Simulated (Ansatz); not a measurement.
FGaH$_{2}$S (`[F][GaH][SH]`): the same geometry under several functionals.

```yaml
crystal:
  periodic: [false, false, false]
  atoms:
    - {symbol: F, position_ang: [-1.366219, 0.172983, 1.096359]}
    - {symbol: Ga, position_ang: [-0.381668, -0.506888, -0.188462]}
    - {symbol: S, position_ang: [1.494879, 0.566140, -0.490507]}
    - {symbol: H, position_ang: [-0.908579, -1.744626, -0.951462]}
    - {symbol: H, position_ang: [1.211489, 1.438792, 0.492671]}
basis:
  gaussian: {orbitals: def2-TZVPP}
hamiltonian: {xc: r2scan, dispersion: d4}
output: {forces: true, orbitals: {seedname: orbitals}}
```

```sh
$ ansatz run in.yaml --threads 2 --pin off --events-out ev --progress --plain --max-ram 32768MiB --backend cpu
```

Shortened log:

```
Functional definition: r2SCAN
926 factors; their error is unknown
mean field evaluation 1: about -65960.8997 eV, gradient 5.0e1 eV
mean field evaluation 2: about -65940.5237 eV, gradient 1.3e2 eV
mean field evaluation 4: about -65964.4100 eV, gradient 7.7e0 eV
mean field evaluation 8: about -65964.4914 eV, gradient 1.6e-1 eV
mean field evaluation 16: about -65964.4754 eV, gradient 1.1e-4 eV
mean field -65964.47544835 eV, -2424.1497603994 hartree, gradient 2.2e-5 eV, S^2 0.000000; 0 other end points of the search recorded, 0 dependent functions left out
reference -65964.47545854 eV, -2424.1497607741 hartree; 29, 29 occupied and 120, 120 virtual orbitals, 926 factors
Total energy: -65964.49524196 eV, -2424.1504878013 hartree
Atom 0 at    -1.366219     0.172983     1.096359 Å, force     0.019507    -0.003577    -0.016883 eV/Å
Atom 1 at    -0.381668    -0.506888    -0.188462 Å, force    -0.034733    -0.087010    -0.053827 eV/Å
Atom 2 at     1.494879     0.566140    -0.490507 Å, force    -0.017146    -0.017923    -0.004917 eV/Å
Atom 3 at    -0.908579    -1.744626    -0.951462 Å, force     0.043605     0.105528     0.065357 eV/Å
Atom 4 at     1.211489     1.438792     0.492671 Å, force    -0.011233     0.002982     0.010269 eV/Å
Dipole moment:     0.101322    -0.123765    -0.181148 e Å
```

It took 5.5 s on 2 threads of a server CPU on a shared host, with 0.21 GiB of host memory at the peak.

The same input with `hamiltonian: {xc: {name: r2SCAN0}, dispersion: d4}` and no forces (abridged; 5 s):

```
Functional definition: r2SCAN0
mean field evaluation 16: about -65963.2376 eV, gradient 2.5e-5 eV
mean field -65963.23764456 eV, -2424.1042719494 hartree, gradient 2.5e-5 eV, S^2 0.000000
Total energy: -65963.26203585 eV, -2424.1051683126 hartree
```

Changing it to `hamiltonian: {xc: {name: CAM-B3LYP}, dispersion: d4}` and no forces (abridged; 4 s):

```
Functional definition: CAM-B3LYP
mean field evaluation 16: about -65969.5065 eV, gradient 5.8e-5 eV
mean field -65969.50653713 eV, -2424.3346495021 hartree, gradient 5.8e-5 eV, S^2 0.000000
Total energy: -65969.58695674 eV, -2424.3376048681 hartree
```

The same input with `hamiltonian: {xc: {name: PBE-QIDH}}` and no forces (abridged; 5.5 s):

```
Functional definition: PBE-QIDH
mean field evaluation 16: about -65934.8216 eV, gradient 1.0e-4 eV
mean field -65934.82162149 eV, -2423.0600023625 hartree, gradient 6.7e-6 eV, S^2 0.000000
15 core orbitals not correlated: weight in the atoms' cores, before any rotation towards them, 1.000 or more for the frozen orbitals, at most 0.000 for the correlated occupied ones
second order -20.07427270 eV of doubles, -0.00000000 eV of singles
Total energy: -65941.51305577 eV, -2423.3059080365 hartree
```

The same input with `hamiltonian: {xc: {name: r2SCANh}, dispersion: d4}` and no forces (abridged; 4.6 s):

```
Functional definition: r2SCANh
mean field -65963.96442824 eV, -2424.1309807570 hartree, gradient 6.0e-5 eV, S^2 0.000000
Total energy: -65963.98613126 eV, -2424.1317783280 hartree
```

Changing it to `hamiltonian: {xc: lda}` and no forces (abridged; 1.6 s):

```
Functional definition: SPW92
mean field evaluation 16: about -65829.2344 eV, gradient 1.3e-5 eV
mean field -65829.23442700 eV, -2419.1797445344 hartree, gradient 1.3e-5 eV, S^2 0.000000
Total energy: -65829.23445804 eV, -2419.1797456753 hartree
```
